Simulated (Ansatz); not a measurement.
W₅O₂₁H₁₂, relaxed as a singlet with RKS PBE-D4/def2-SVP in Ansatz, starting from the GFN2-xTB geometry. Force threshold 0.03 eV/Å.

In the def2 sets W takes a core potential; there is no spin–orbit coupling. Single mean-field runs in def2-SVP are fitted with def2-universal-jkfit. The relaxation made no stability test and no search for a lower SCF solution.

Start:

| atom | x (Å) | y (Å) | z (Å) |
| --- | --- | --- | --- |
| W1 | -1.2673 | -0.4096 | 0.3992 |
| W2 | -0.3652 | 2.6558 | 0.4913 |
| W3 | 2.2883 | -0.5040 | 0.8167 |
| W4 | -3.3120 | -0.5469 | -1.7131 |
| W5 | 0.4688 | -2.7773 | -0.4987 |
| O6 | 1.3129 | 2.0392 | 1.5493 |
| O7 | 0.8244 | 4.0184 | -0.2558 |
| O8 | 4.1198 | -1.3055 | 0.6086 |
| O9 | 2.9043 | 0.9194 | -0.2050 |
| O10 | -1.3709 | 1.3115 | 1.2428 |
| O11 | -2.4678 | 0.9612 | -1.1531 |
| O12 | -5.1613 | -0.4793 | -1.0881 |
| O13 | -1.7963 | 3.5191 | -0.4103 |
| O14 | -0.6326 | 3.9095 | 1.9461 |
| O15 | 0.2937 | 1.4948 | -0.8504 |
| O16 | 1.9208 | -2.4505 | 1.5803 |
| O17 | 1.7558 | -4.3633 | -0.3189 |
| O18 | 1.7936 | -1.5443 | -0.8064 |
| O19 | 0.4864 | -0.3560 | 1.1514 |
| O20 | 3.0363 | 0.0575 | 2.4559 |
| O21 | -2.8378 | -2.3292 | -1.7764 |
| O22 | -3.8273 | -0.2511 | -3.3179 |
| O23 | -2.9209 | -0.8876 | 0.6050 |
| O24 | -0.3919 | -3.6527 | -1.6972 |
| O25 | -0.7075 | -0.9140 | -1.2277 |
| O26 | -0.7352 | -2.5260 | 0.7985 |
| H27 | 1.5614 | 2.3275 | 2.4383 |
| H28 | 0.8044 | 4.9860 | -0.3027 |
| H29 | 4.3570 | -1.7851 | -0.2008 |
| H30 | 2.9817 | 1.8829 | -0.2344 |
| H31 | -5.9698 | -0.3830 | -1.6214 |
| H32 | -2.3940 | 2.8944 | -0.8651 |
| H33 | -1.3362 | 4.5415 | 2.1588 |
| H34 | 0.6035 | 1.2278 | -1.7264 |
| H35 | 2.6153 | -3.1051 | 1.7490 |
| H36 | 1.6283 | -5.1798 | -0.8344 |
| H37 | 3.8788 | 0.0294 | 2.9335 |
| H38 | -2.1414 | -3.0255 | -1.8205 |

Estimate the energy that the relaxation releases and the steps that it takes.

5.26 eV, in 49 steps; 5.1 min on 2 threads of AMD EPYC 7R13 on a shared host and a share (18 GiB) of an NVIDIA H100 80GB HBM3. No frequencies were taken in this run, so the end may be a saddle point.

Does the start keep its bonding?

Bonds lost: W1–O11, W5–O25, O9–H30 (atoms count from 1). Bonds formed: O15–H30 (atoms count from 1). Metal–metal contacts that move far: W1–W4 2.94 to 3.74 Å.

Predict the relaxed structure.


Cartesian coordinates in Å:
```
W -0.858 -0.614 -0.060
W -0.306 2.969 0.521
W 2.702 -0.749 1.117
W -4.224 0.043 -1.560
W 1.301 -3.327 -0.368
O 0.906 2.241 1.799
O 0.835 4.368 -0.026
O 4.414 -1.611 1.034
O 3.019 0.606 0.048
O -1.032 1.187 0.577
O -3.460 1.574 -1.124
O -5.257 -0.762 -0.164
O -1.565 3.186 -0.826
O -1.284 3.907 1.822
O 1.042 1.990 -1.052
O 1.964 -2.676 1.685
O 1.888 -4.947 0.514
O 2.420 -1.939 -0.708
O 0.818 -0.495 1.073
O 3.001 -0.042 2.838
O -3.126 -0.956 -2.731
O -5.505 0.477 -2.624
O -2.587 -0.932 0.042
O 1.146 -4.064 -1.919
O -0.527 -0.256 -1.743
O -0.363 -2.551 -0.062
H 0.866 1.279 2.018
H 1.450 4.309 -0.782
H 4.770 -2.010 0.219
H 1.864 1.517 -0.684
H -6.227 -0.759 -0.270
H -2.369 2.545 -1.035
H -2.114 4.370 1.592
H 0.588 1.315 -1.618
H 2.593 -3.312 2.078
H 1.863 -5.745 -0.050
H 3.495 0.767 3.066
H -2.142 -0.900 -2.640
```
Bond lengths (bridged metal pairs left out): 27 × O–W 1.72 to 2.49 Å; 12 × H–O 0.97 to 1.05 Å.
